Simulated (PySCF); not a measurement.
Does the structure fit the spectrum?

A compound C4H10OSi2 gives the data below (simulated from a calculation) and was assigned the structure `CC#C[SiH2]O[SiH2]C`.

$^{13}$C{$^{1}$H} NMR (computed): δ 101.1 (CH), 92.6 (C), 3.2 (CH3), 0.3 (CH3).

$^{1}$H NMR (500 MHz, computed): δ 5.28 (m, 1H), 5.25 (m, 1H), 5.20 (m, 1H), 1.93 (d, 1H), 0.44 (m, 3H), 0.37 (d, 3H).

PySCF 2.14 calculation with GFN2-xTB structure and shieldings: GIAO PBE0/pcSseg-1; rapidly exchanging positions averaged, one conformer, isolated molecule, no relativistic terms.

Referencing at the same level of theory: TMS for $^{1}$H (σ = 31.72 ppm), $^{13}$C (σ = 186.93 ppm).

Q: Compare with the shifts computed for the proposed structure, pairing carbons in order of shift.

A: Numbering as in the mapped SMILES `[CH3:1][C:2]#[C:3][SiH2:4][O:5][SiH2:6][CH3:7]`; H(Xn) means a hydrogen on atom n.

| atom | computed for proposal | given list | difference |
| --- | --- | --- | --- |
| C2 | 112.3 | 101.1 | +11.2 |
| C3 | 86.7 | 92.6 | -5.9 |
| C1 | 6.0 | 3.2 | +2.8 |
| C7 | 0.2 | 0.3 | -0.1 |

The rms difference is 6.5 ppm and the largest +11.2 ppm at C2 (alkyne carbon). The carbon types in order of shift don't match either: C, C, CH3, CH3 for the proposal against CH, C, CH3, CH3 in the data. The proposal doesn't fit.

Q: Which isomer fits?

A: SMILES C#C[Si@@H](C)O[SiH2]C.

Carbon types of the structure: 1 × C, 1 × CH, 2 × CH3, leaving 3 H on heteroatoms. δC 101.1: terminal alkyne carbon; the triple bond shields along its axis, which puts it between sp3 and sp2 carbons. δC 92.6: alkyne carbon; the triple bond shields along its axis, which puts it between sp3 and sp2 carbons. δH 1.93: hydrogen on a terminal alkyne carbon; it lies on the axis of the triple bond, in its shielding cone. δH 0.44, 0.37: hydrogen on a methyl carbon bonded to Si; an electropositive neighbour shields it, as in TMS itself.

The data come from this structure; uniqueness wasn't tested.

Shifts are as computed. Against solution values, carbons near 30 ppm lie about +3 ppm off and those near 130 ppm about +5 ppm. Of 1211 compounds with measured shifts, 218 miss one by over three times the rms of a fit or turn the order of signals round; such compounds aren't used in these exercises. Multiplicities follow the n + 1 count of equivalent neighbours, as no J values were calculated; m marks all less simple cases, F and P coupling included.
